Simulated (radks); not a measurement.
The numbers below are computed, except where a source is named.
Ionisation of Hf+, [Xe] 4f14 5d1 6s2, to Hf2+, [Xe] 4f14 5d2, under several functionals. Dirac Kohn-Sham, spin-unpolarised, spherical densities, finite nucleus; open shells fill j = l - 1/2 first; a radial shooting solver on a logarithmic mesh with Libxc functionals.

functional                          E(Hf+) (hartree)  Exc (hartree)  IE (eV)  -e(HOMO) (eV)  <r> HOMO (bohr)  IE error (eV)
PBE                                      -15095.3846      -309.3928   15.302         10.941            2.134         +0.692
SOGGA                                    -15090.2615      -304.2199   15.126         10.887            2.132         +0.516
B86b exchange with PBE correlation       -15096.5685      -310.5893   15.337         10.965            2.134         +0.727
exchange-only B88                        -15092.4844      -306.4570   14.911         10.015            2.163         +0.301
HCTH/407                                 -15104.3125      -318.6938   15.071         11.127            2.109         +0.461
exchange-only PBE                        -15091.1702      -305.1241   14.999          9.994            2.166         +0.389

NIST Atomic Spectra Database: 14.61 eV (theoretical). Closest: exchange-only B88. The Delta-SCF values span 0.43 eV, the total energies 14.05 hartree. The highest occupied level is 5d3/2. Spin polarisation and multiplet splitting are left out, so open shells lie too high by an amount that depends on their filling.

Beside tabulated values, note that spin-unpolarised runs miss the spin-polarisation part of the exchange energy of open shells.
